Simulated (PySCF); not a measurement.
# Potential energy of GeCl⁻ along the bond

Set-up: Ge def2-TZVPPD, Cl def2-TZVPPD; no relativity (PySCF 2.14). Energies in eV from Ge + Cl⁻ in their ground configurations at the same level. All curves are PBE0. state 1: ³Σ⁻ (triplet), unpaired electrons π ↑↑; state 2: Ms = 0 determinant of mixed spin (⟨S²⟩ near 1.0), unpaired electrons π ↑↓, a mixture of terms (⟨Lz²⟩ = 2.0), a second solution, started from another occupation; state 3: singlet, one real π or δ orbital doubly filled, a mixture of terms (⟨Lz²⟩ = 2.0), a second solution, started from another occupation.

```
R (Å)  state 1  state 2  state 3
2.034   -1.289   -1.052  -0.2918
2.128   -1.628   -1.385  -0.6038
2.223   -1.804   -1.556  -0.7557
2.294   -1.863   -1.611  -0.7973
2.365   -1.877   -1.622  -0.7952
2.436   -1.858   -1.600  -0.7614
2.531   -1.798   -1.535  -0.6827
2.649   -1.687   -1.420  -0.5517
2.791   -1.530   -1.257  -0.3728
2.980   -1.311   -1.033  -0.1313
```

Question: Put a parabola through the three lowest points of the state 1 curve and estimate Re, k and ωe (reduced mass 23.74 u; 1 eV/Å² = 0.16022 mdyn/Å; ωe = 1302.8·√(k/μ) cm⁻¹).

Answer: Through R = 2.294, 2.365, 2.436 Å the second-order coefficient is 3.27 eV/Å², so Re ≈ 2.360 Å, k ≈ 1.05 mdyn/Å and ωe ≈ 274 cm⁻¹. A polynomial fit of higher order to the unrounded PBE0 energies gives Re = 2.356 Å, k = 1.08 mdyn/Å, ωe = 278 cm⁻¹; anharmonicity and rounding make the difference.

The higher-order fit for each curve: state 1: Re = 2.356 Å, ωe = 278 cm⁻¹, De = 1.88 eV; state 2: Re = 2.349 Å, ωe = 281 cm⁻¹, minimum 1.62 eV below the ground-state fragments; state 3: Re = 2.325 Å, ωe = 294 cm⁻¹, minimum 0.80 eV below the ground-state fragments.

Spin–orbit coupling is left out. For an ion De counts to the pair picked by the measured ionisation energies or electron affinities, which need not be the lowest pair at this level. The highest Kohn–Sham level is positive in this anion. Much of that is self-interaction error, but it also means that the finite basis helps to hold the extra electron. The state was picked by a PBE0 search and need not be the measured ground state.
